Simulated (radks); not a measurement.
The nuclear charge of the lithium ion Li+ is varied continuously with 2 electrons held in [He]. All-electron calculation, scalar-relativistic Kohn-Sham, r2SCAN, spin-unpolarised, spherical densities, finite nucleus; meta-GGA in the generalised Kohn-Sham scheme; Fermi nuclear charge, rms radius 2.444 fm. Program: a radial shooting solver on a logarithmic mesh with Libxc functionals. By the Hellmann-Feynman theorem dE/dZ = E(electron-nucleus)/Z, the electronic potential at the nucleus (averaged over a nucleus of fixed radius). The scalar-relativistic energy here is not variational (the density holds large components alone), so the two differ by a part that grows with Z.

Z,E (hartree),E(electron-nucleus)/Z (hartree),HOMO,e(HOMO) (eV),<r> HOMO (bohr)
2,-2.90510,-3.37760,1s,-16.537,0.9358
2.2,-3.62060,-3.77740,1s,-23.435,0.8313
2.4,-4.41607,-4.17728,1s,-31.423,0.7479
2.6,-5.29152,-4.57723,1s,-40.501,0.6797
2.8,-6.24698,-4.97725,1s,-50.668,0.6230
3,-7.28244,-5.37733,1s,-61.925,0.5751
3.2,-8.39793,-5.77747,1s,-74.270,0.5340
3.4,-9.59345,-6.17767,1s,-87.705,0.4984
3.6,-10.86902,-6.57792,1s,-102.23,0.4673
3.8,-12.22464,-6.97823,1s,-117.84,0.4398
4,-13.66034,-7.37859,1s,-134.55,0.4154

The central difference of E at Z = 3 is -5.377 hartree, to compare with the third column; the second derivative is -2 hartree.
